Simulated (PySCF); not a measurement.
C4H7F3Si.
SMILES: `C(F)(=C(F)CC[SiH3])F`

Torsions of this conformer, `[F:1][C:2]([F:3])=[C:4]([F:5])[CH2:6][CH2:7][SiH3:8]`: C2–C4–C6–C7 119°, C4–C6–C7–Si8 178°.

The closed-shell ground state was solved at several levels (PySCF, density fitting, gas phase, non-relativistic). Geometry: PBE0-D3(BJ)/def2-SVP, one conformer, isolated molecule.

| level | basis functions | HOMO (eV) | LUMO (eV) | gap (eV) | dipole (D) |
| --- | --- | --- | --- | --- | --- |
| CAM-B3LYP/def2-SVPD | 229 | -8.68 | 0.85 | 9.53 | 1.42 |
| HF/pcSseg-1 | 178 | -10.22 | 3.57 | 13.79 | 1.60 |

Q: Estimate the row for PBE0/pcSseg-1, a basis of 178 functions; the other rows only guide the guess.

A: HOMO -7.16 eV, LUMO 0.40 eV, gap 7.56 eV, dipole 1.21 D.

Q: Over all these levels, which gives the widest orbital gap and which the narrowest?

A: HF/pcSseg-1 (Hartree–Fock, all exact exchange) has the widest, 13.79 eV, and PBE0/pcSseg-1 (global hybrid, 25 % exact exchange) the narrowest, 7.56 eV. The two share the basis. From the narrowest to the widest the HOMO moves by -3.06 eV and the LUMO by +3.17 eV.

Q: How far do the dipole and the HOMO energy spread over the levels?

A: The dipole runs from 1.21 to 1.60 D (mean 1.41 D) and the HOMO from -10.22 to -7.16 eV.
